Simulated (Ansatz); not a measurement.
`OC(O)N[SiH3]` and `OC(O)O` differ in one atom or group.

Ansatz, PBE0-D4/def2-TZVP geometries, multiplicity 1. Each molecule was computed in one conformer, which needn't be the lowest.

| property | `OC(O)N[SiH3]` |
| --- | --- |
| HOMO energy (PBE/def2-TZVPP) / eV | -6.18 |
| size of the dipole moment (PBE/def2-TZVPP) / D | 1.16 |
| LUMO energy (PBE/def2-TZVPP) / eV | -0.39 |
| HOMO–LUMO gap (B3LYP/def2-TZVPP) / eV | 7.56 |
| HOMO energy (B3LYP/def2-TZVPP) / eV | -7.37 |
| HOMO–LUMO gap (PBE0/def2-TZVPP) / eV | 8.05 |

**Question.** What does the change do to each property? (Estimate.)

**Answer.** Ansatz gave: 
| property | `OC(O)O` | shift |
| --- | --- | --- |
| HOMO energy (PBE/def2-TZVPP) / eV | -6.92 | -0.74 |
| size of the dipole moment (PBE/def2-TZVPP) / D | 1.48 | 0.32 |
| LUMO energy (PBE/def2-TZVPP) / eV | 0.17 | 0.56 |
| HOMO–LUMO gap (B3LYP/def2-TZVPP) / eV | 9.05 | 1.49 |
| HOMO energy (B3LYP/def2-TZVPP) / eV | -8.42 | -1.05 |
| HOMO–LUMO gap (PBE0/def2-TZVPP) / eV | 9.70 | 1.65 |

With PBE0 the HOMO falls by 1.04 eV and the LUMO rises by 0.60 eV, so the gap widens by about 1.64 eV. PBE moves the HOMO by -0.74 eV and ωB97M-V by -1.17 eV. Dipoles are sizes alone; their direction can turn.

B3LYP here is the variant with VWN-RPA as its local correlation; programs differ in this.
